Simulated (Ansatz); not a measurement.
Stepwise reaction of `[SiH3][O][Al]([SH])[SH]` with ammonia, as a gas-phase model of exchange steps in deposition or etching. ΔE in kJ/mol.

Calculated with Ansatz (gas phase, PBE0-D4/def2-TZVP geometries, no zero-point term in ΔE). CBS: MP2 limit from def2 TZ/QZ plus the TZ coupled-cluster correction, frozen cores. This one scheme is used for every species. DFT in def2-TZVPP. B3LYP here is the variant with VWN-RPA as its local correlation; programs differ in this. One conformer a species, not always the lowest.

| step | reaction | PBE-D4 | B3LYP-D4 | ωB97M-V | CCSD(T)/CBS |
| --- | --- | --- | --- | --- | --- |
| 2 | `[NH2][Al]([SH])[O][SiH3]` + NH₃ → `[NH2][Al]([NH2])[O][SiH3]` + H₂S | 34.4 | 25.5 | 26.8 | 28.2 |

(1) Give the row of step 1, `[SiH3][O][Al]([SH])[SH]` + NH₃ → `[NH2][Al]([SH])[O][SiH3]` + H₂S. (Best estimate.)

(2) By hand: ΔE of the 2 steps together at CCSD(T)/CBS.

## Answers

(1) Ansatz gave: 
```
step                                                            reaction  PBE-D4  B3LYP-D4  ωB97M-V  CCSD(T)/CBS
   1  `[SiH3][O][Al]([SH])[SH]` + NH₃ → `[NH2][Al]([SH])[O][SiH3]` + H₂S    27.9      20.1     20.6         22.5
```

(2) (22.5) + (28.2) = 50.7 kJ/mol, or 25.4 kJ/mol a step.

In ΔE each step is higher than the one before. All are uphill at CCSD(T)/CBS. PBE-D4 differs from CCSD(T)/CBS by 5.4 to 6.2 kJ/mol a step. Isolated molecules leave out the surface, adducts and barriers. Largest T1 diagnostic: 0.012.
